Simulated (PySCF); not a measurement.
Si(H)(F)2(OMe) (CH4F2OSi), SMILES CO[SiH](F)F.

The structure is a stationary point at r2SCAN-D4/def2-SVP. The values are those of a single conformer.

Calculation: PySCF with PBE/def2-TZVP.

The molecule is in vacuum.

Q: Estimate the frontier levels, gap, dipole moment and polarisability. (Estimate from the structure and the level; the computed values follow.)

A: 
* **highest occupied level**: -7.45 eV
* **lowest empty level**: 0.21 eV
* **orbital gap**: 7.66 eV
* **dipole moment**: 1.41 D
* **quadrupole, principal values (traceless, Buckingham form, about the centre of nuclear charge)**: -3.85, -3.61, 7.46 D·Å
* **mean static polarisability**: 39.7 bohr³ (5.88 Å³)
* **polarisability, principal values**: 36.3, 36.6, 46.2 bohr³
